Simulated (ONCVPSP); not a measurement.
## Before and after: ONCV potential for ruthenium (Ru)

ONCVPSP 4.0.1 input, shortened (lines: element, Z, core and valence counts, functional; n l f; lmax; l rc ep ncon nbas qcut; lloc lpopt rc5 dvloc0; l nproj debl; icmod fcfact rcfact), LDA (Perdew-Zunger), scalar-relativistic:

```
  Ru 44.00    6    3        3      upf
    1    0    2.00
    2    0    2.00
    2    1    6.00
    3    0    2.00
    3    1    6.00
    3    2   10.00
    4    0    2.00
    4    1    6.00
    4    2    7.00
    2
    0    1.20    0.00    4    8    7.00
    1    1.60    0.00    4    9    9.70
    2    1.40    0.00    3    7    6.50
    4    5    1.10    0.00
    0    3    3.40
    1    2    3.80
    2    2    0.40
    2    0.45    0.85
```

In the d channel the program set the typed energies aside and used -0.470, 0.250 Ha.

Change: s: qcut 8.1.

Cutoffs: the cutoffs (Ha) at which the residual kinetic energy of the hardest occupied pseudo-wave falls to 1 and 0.1 mHa per electron; they do not see the model core or the augmentation charge, which bear on the density cutoff. Errors are all-electron minus pseudo energies relative to the spin-unpolarised reference configuration.

Q: How do hardness, ghosts and transferability respond?

A: The potential gets softer (50 Ha and 117 Ha → 30 Ha and 90 Ha); the errors of the 4 common tests hardly move; neither file shows a bound ghost.

```tsv
quantity	base	changed
cutoff, loose	50 Ha	30 Ha
cutoff, tight	117 Ha	90 Ha
loose cutoff by channel	s 50 Ha, p 25 Ha, d 24 Ha	s 30 Ha, p 25 Ha, d 24 Ha
bound ghosts	none	none
GHOST(+) flags under 300 eV	none	none
error for 4s2 4p6 4d7 5s1, meV [ΔE -7.61 eV]	+1.2	+1.3
error for 4s2 4p6 4d6, meV [ΔE 18.44 eV]	-2.6	-2.6
error for 4s2 4p6 4d5, meV [ΔE 49.29 eV]	-1.5	-1.4
error for 4s2 4p6 4d7 5p1, meV [ΔE -4.03 eV]	+1.2	+1.2
s: phases at 1.22 bohr within 0.05 rad from the reference energy up to (Ha; the scan ends near 5)	to the end of the scan	to the end of the scan
p: phases at 1.62 bohr within 0.05 rad from the reference energy up to (Ha; the scan ends near 5)	to the end of the scan	to the end of the scan
d: phases at 1.42 bohr within 0.05 rad from the reference energy up to (Ha; the scan ends near 5)	to the end of the scan	to the end of the scan
rms error of d²Exc/dni dnj with the model core, mHa	0.54	0.76
```
